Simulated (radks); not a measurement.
The mean radii <r> (bohr) of the occupied orbitals of an atom or ion are listed with their occupations. Method: Dirac Kohn-Sham, exchange-only PBE, spin-unpolarised, spherical densities, finite nucleus; Fermi nuclear charge, rms radius of each element as measured or else 0.836 A^(1/3) + 0.57 fm; computed with a radial shooting solver on a logarithmic mesh with Libxc functionals.

| orbital | occ. | <r> |
|---|---|---|
| 1s1/2 | 2 | 0.01606 |
| 2s1/2 | 2 | 0.06690 |
| 2p1/2 | 2 | 0.05486 |
| 2p3/2 | 4 | 0.06377 |
| 3s1/2 | 2 | 0.1738 |
| 3p1/2 | 2 | 0.1642 |
| 3p3/2 | 4 | 0.1804 |
| 3d3/2 | 4 | 0.1567 |
| 3d5/2 | 6 | 0.1616 |
| 4s1/2 | 2 | 0.3807 |
| 4p1/2 | 2 | 0.3810 |
| 4p3/2 | 4 | 0.4134 |
| 4d3/2 | 4 | 0.4143 |
| 4d5/2 | 6 | 0.4242 |
| 4f5/2 | 6 | 0.4205 |
| 4f7/2 | 7 | 0.4252 |

Name the element and its charge. Open shells, if any, fill j = l - 1/2 first.

Answer. Z = 82, lead, charge +23: Pb23+ in [Kr] 4d10 4f13. The 1s radius gives Z: for a bare nucleus <r> = (2 gamma + 1)/(2Z) with gamma = sqrt(1 - (Z/c)^2), 0.01587 bohr for Z = 82, and screening makes it slightly larger (0.01606 here). The occupations add up to 59, and the charge is Z minus that.
